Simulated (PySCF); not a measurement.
**Se⁺: excitation energy**

Se⁺ [Ar] 3d10 4s2 4p3 (4S) → Se⁺ [Ar] 3d10 4s2 4p2 5s1 (4P), as a difference of total energies. All numbers are calculated (PySCF 2.14, a scalar-relativistic core potential, in aug-cc-pwCVTZ-PP with ECP10MDF (8s7p6d4f1g, 96 functions)). Correlated levels: valence: 3s2 3p6 3d10 frozen; valence and next inner shell: nothing frozen outside the core potential. The calculations carry no spin-orbit coupling.

| method | excitation energy (eV) | error (eV) |
| --- | --- | --- |
| UHF | 11.847 | -0.237 |
| LDA | 11.646 | -0.438 |
| PBE | 11.595 | -0.489 |
| PBE0 | 11.826 | -0.258 |
| r2SCAN | 12.204 | +0.120 |
| wB97X-V | 11.839 | -0.245 |
| r2SCAN0 | 12.218 | +0.134 |
| wB97X | 11.996 | -0.088 |
| HSE06 | 11.776 | -0.308 |
| MP2 (valence) | 12.026 | -0.058 |
| SCS-MP2 (valence) | 11.975 | -0.109 |
| MP2 (valence and next inner shell) | 12.101 | +0.017 |
| SCS-MP2 (valence and next inner shell) | 12.022 | -0.062 |

Reference: 12.084 eV (measured; NIST levels, between the centres of gravity of the two terms).

Errors of the correlated levels include the incompleteness of this basis and the frozen core.
